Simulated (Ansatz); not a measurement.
Gas-phase electronic energies from Ansatz, PBE0-D4/def2-TZVP geometries. CCSD(T)/CBS adds triple-zeta CCSD(T) − MP2 to the extrapolated MP2 energy (def2 sets, frozen cores). This one scheme is used for every species. Functionals use def2-TZVPP. For Ti outer-core shells are correlated without core-valence functions, which leaves a few kJ/mol of doubt a bond. Scalar relativity is left out up to krypton. One conformer a species, not always the lowest.

Consider the ligand exchange at a Ti–C bond: `[CH3][Ti]([NH2])([OH])[F]` + H–F → `[NH2][Ti]([OH])([F])[F]` + CH₄.

CCSD(T)/CBS gives -44.7 kcal/mol.

Problem. Another level gave -49.2 kcal/mol. Which?
A. r2SCANh/def2-TZVPP
B. CCSD(T)/def2-TZVPP
C. BLYP/def2-TZVPP
D. LDA (SPW92)/def2-TZVPP

Solution. D. LDA (SPW92) -49.2, r2SCANh -50.8, CCSD(T)/def2-TZVPP -46.9, BLYP -52.7 kcal/mol.

Problem. What do rigid-rotor, harmonic-oscillator terms from PBE0-D4/def2-TZVP frequencies (298.15 K, 1 bar) make of the CCSD(T)/CBS value? (Best estimate.)

Solution. Ansatz gave: ΔZPE = +1.5 kcal/mol, ΔH = -43.6 kcal/mol, ΔS = -1 J/(mol·K), ΔG = -43.5 kcal/mol.

Largest T1 diagnostic among the species: 0.024, so the coupled-cluster value is less sure than usual.

From PBE to PBE0 (25 % exact exchange), in def2-TZVPP and without D4, ΔE moves by +1.6 kcal/mol. At CCSD(T), def2-SVP lies −9.0 kcal/mol from the extrapolated value and def2-TZVPP −2.2 kcal/mol. The D4 term adds +1.5 kcal/mol with B3LYP and +0.9 kcal/mol with PBE0; it sums over pairs of atoms, weighted by their polarisabilities, and B3LYP, whose exchange is more repulsive, gets the larger term.

B3LYP here is the variant with VWN-RPA as its local correlation; programs differ in this.
